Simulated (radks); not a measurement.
Neutral oxygen inside a hard spherical wall (all orbitals vanish at R), configuration held at [He] 2s2 2p4 and not refilled when levels cross. Method: scalar-relativistic Kohn-Sham, PBEsol, spin-unpolarised, spherical densities, point nucleus; computed with a radial shooting solver on a logarithmic mesh with Libxc functionals. Eigenvalues in eV, with the zero of energy where the potential of the charges vanishes at infinity; a dash marks a level that is unbound or too diffuse for the functional's potential to be trusted. A positive occupied level is held by the wall or, in an anion where self-interaction has pushed it up, behind a barrier. The pressure on the wall is -dE/dV.

| R (bohr) | E (hartree) | kinetic (hartree) | e(1s) | e(2s) | e(2p) | e(3s, empty) | e(3p, empty) | pressure (GPa) |
|---|---|---|---|---|---|---|---|---|
| free | -74.74885 | 74.610 | -512.77 | -23.809 | -8.974 | - | - | 0 |
| 15 | -74.74885 | 74.610 | -512.77 | -23.809 | -8.974 | - | - | < 0.0001 |
| 12 | -74.74885 | 74.610 | -512.77 | -23.809 | -8.974 | 0.123 | 1.315 | < 0.0001 |
| 10 | -74.74885 | 74.610 | -512.77 | -23.808 | -8.974 | 0.390 | 1.895 | < 0.0001 |
| 8 | -74.74881 | 74.611 | -512.77 | -23.803 | -8.968 | 1.084 | 3.131 | 0.00282 |
| 7 | -74.74861 | 74.613 | -512.74 | -23.785 | -8.950 | 1.858 | 4.343 | 0.0191 |
| 5 | -74.74217 | 74.659 | -512.27 | -23.463 | -8.602 | 6.421 | 10.425 | 1.06 |
| 4 | -74.71125 | 74.837 | -510.85 | -22.542 | -7.562 | 13.808 | 18.919 | 9.80 |
| 3.5 | -74.65549 | 75.118 | -508.96 | -21.349 | -6.184 | 21.521 | 27.067 | 33.2 |
| 3 | -74.50608 | 75.788 | -505.09 | -18.891 | -3.343 | 35.463 | 40.910 | 124 |
